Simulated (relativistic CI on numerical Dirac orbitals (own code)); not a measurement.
What each ingredient does to the levels of Mg6+

Base calculation: Dirac-Coulomb-Breit CI, separate exchange-only KLI orbitals for each configuration, model QED, unscaled Slater integrals.

Configurations in the expansion (outside the closed core 1s2): 2s2 2p2, 2s 2p3, 2p4, 2s2 2p 3s, 2s2 2p 3p, 2p3 3s, 2s2 2p 3d, 2p3 3p, 2p3 3d, 2s 2p2 3s, 2s 2p2 3p, 2s 2p2 3d, 2s2 2p 4s, 2s2 2p 4p, 2s2 2p 4d, 2s2 2p 4f. Levels of other configurations are missing.

Variants: (1) QED terms removed; (2) Breit term removed. Shifts of the energy above 2s2 2p2 3P_0, in cm⁻¹, for the lowest level and the first level of each name with at least 55 % of one term (blank where a level changes its place among those of its configuration and J or its character, or is not in the variant):

| Level | Base | Δ(1) | Δ(2) | Measured |
| --- | --- | --- | --- | --- |
| 2s2 2p2 3P_0 | 0 | 0 | 0 | 0 |
| 2s2 2p2 3P_1 | 1100 | -3 | +77 | 1107 |
| 2s2 2p2 3P_2 | 2898 | -9 | +353 | 2924 |
| 2s2 2p2 1D_2 | 43847 | -7 | +270 | 40948 |
| 2s2 2p2 1S_0 | 85425 | +6 | +105 | 85153 |
| 2s 2p3 5S°_2 | 109854 | +180 | +215 | 118100 |
| 2s 2p3 3D°_3 | 235249 | +181 | +371 | 232853 |
| 2s 2p3 3D°_2 | 235370 | +181 | +180 | 232957 |
| 2s 2p3 3D°_1 | 235440 | +181 | +131 | 233024 |
| 2s 2p3 3P°_1 | 278051 | +181 | +132 | 274897 |
| 2s 2p3 3P°_2 | 278055 | +181 | +169 | 274904 |
| 2s 2p3 3P°_0 | 278108 | +181 | +52 | 274947 |
| 2s 2p3 1D°_2 | 366376 | +185 | +249 | 354401 |
| 2s 2p3 3S°_1 | 372679 | +188 | +169 | 362117 |

At this charge configurations can still be misplaced by up to about 7 % of their energy. 64 of the 66 excited levels that our extract of the measured tables holds in this range could be paired (the sources list more); they are missed by 6198 cm⁻¹ on average and 20116 at most, and levels without a partner can miss by more.

Measured levels: NIST levels in Kelleher and Podobedova, J. Phys. Chem. Ref. Data 37, 267 (2008).

Ionisation energy from the two ground configurations alone: base 224.951 eV. The NIST ASD value (semi-empirical) is 225.02 eV.
